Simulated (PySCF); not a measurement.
A PySCF script (with the pyscf-properties extension) for the NMR shieldings of `Br`, BrH, on a PBE0-D3(BJ)/def2-SVP geometry:

```python
import basis_set_exchange as bse
import numpy as np
from pyscf import gto, dft
from pyscf.prop import nmr

atoms = """
Br    0.713730   -0.005448   -0.006088
H    -0.708210    0.007978   -0.022202
"""
names = dict.fromkeys(["Br", "H"], "pcSseg-1")
basis = {el: gto.basis.parse(bse.get_basis(n, elements=[el], fmt="nwchem")) for el, n in names.items()}
mol = gto.M(atom=atoms, basis=basis, charge=0, verbose=0)
mf = dft.RKS(mol, xc="GGA_XC_KT2")
mf.grids.level = 2
mf.grids.alignment = dft.numint.BLKSIZE   # the property module wants whole blocks of grid points
mf.conv_tol = 1e-9
mf.kernel()

calc = nmr.RKS(mf)   # GIAO
sigma = calc.kernel()   # uncoupled for a functional without exact exchange
for i, s in enumerate(sigma):   # ppm
    w = np.linalg.eigvalsh((s + s.T) / 2)
    print("%2d %-2s iso %8.1f  s11 %8.1f  s22 %8.1f  s33 %8.1f" % (i, mol.atom_pure_symbol(i), w.mean(), *w))
```

**Question.** What are the results?

**Answer.** 
```
 0 Br iso   2576.6  s11   2299.7  s22   2299.7  s33   3130.4
 1 H  iso     31.3  s11     22.8  s22     22.8  s33     48.4
```

These numbers come from an equivalent density-fitted implementation of the same equations, which agrees with the script to about 0.01 ppm for H and up to a few tenths of a ppm for heavy atoms, so last digits may differ.

Relativistic effects, spin–orbit coupling among them, are left out; they matter for Br and for the light atoms bonded to it.

Size and cost of the density-fitted run: 46 basis functions, about 0.9 core-seconds.
